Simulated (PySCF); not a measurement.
(Z)-1,2-dibromo-1,2-difluoroethene (C₂Br₂F₂), SMILES F/C(Br)=C(\F)Br. Heavy atoms are numbered as in [F:1]/[C:2]([Br:3])=[C:4](\[F:5])[Br:6].

The structure is a stationary point at B3LYP-D3(BJ)/def2-SVP.

Level of theory: PBE0/pcSseg-1 (PySCF).

GIAO shieldings, no solvent; atoms alike by connectivity are averaged. δ = σ(ref) − σ: ¹⁹F against CFCl3 (σ = 167.2 ppm); ¹³C against TMS (σ = 186.3 ppm), references at their B3LYP-D3(BJ)/def2-TZVP geometries, non-relativistic (without spin–orbit terms, shifts of atoms bonded to Cl or Br come out too high).

```
nucleus  atoms  count  δ (ppm)
-------  -----  -----  -------
¹⁹F         F1      2   -100.0
¹³C         C2      2    157.2
```
